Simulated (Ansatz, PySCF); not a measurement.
C₃H₁₀B₃O₃, charge +1, singlet, geometry from GFN2-xTB. Base run: PySCF with BLYP/STO-3G.

Geometry (Å):
```xyz
19

C      1.5502     2.5238     0.4319
B      0.7444     1.2064     0.2115
O     -0.6330     1.1977     0.0847
B     -1.4076     0.1528    -0.1072
C     -2.9660     0.1480    -0.2365
O     -0.6926    -1.1275    -0.1905
B      0.7691    -1.1942    -0.0692
C      1.4663    -2.5891    -0.1832
O      1.3535    -0.0309     0.1183
H      1.6253     3.0829    -0.5005
H      2.5627     2.3411     0.7766
H      1.0540     3.1900     1.1329
H     -3.4305     0.3508     0.7281
H     -3.3090     0.9481    -0.8887
H     -3.3815    -0.7858    -0.6050
H     -1.1942    -1.9421    -0.3281
H      0.7869    -3.4352    -0.1274
H      2.2224    -2.7148     0.5885
H      2.0080    -2.6701    -1.1252
```
Charge +1, spin multiplicity 1.
All else is at PySCF's defaults.

The same geometry, method and basis name were run in Ansatz (a quantum-chemistry and plane-wave program) and PySCF, at each program's defaults and at the settings that a row names. The base is PySCF at its defaults. Differences at the defaults can come from grids, fitting, cores and function types together.

| code and settings | ΔE vs base (µEh) | basis functions | E (Eh) | SCF cycles |
|---|---|---|---|---|
| PySCF, defaults (exact integrals, its default grid, spherical functions) | 0.0 | 55 | -415.05240 | 11 |
| Ansatz, defaults (factorised integrals, its default grid, spherical functions) | -14.9 | 55 | -415.05242 | - |
| PySCF, density fitting with def2-universal-jkfit | -2897 | 55 | -415.05530 | 11 |
| PySCF, fine grid | -2.9 | 55 | -415.05241 | 11 |
| Ansatz, high accuracy | -3.0 | 55 | -415.05241 | - |
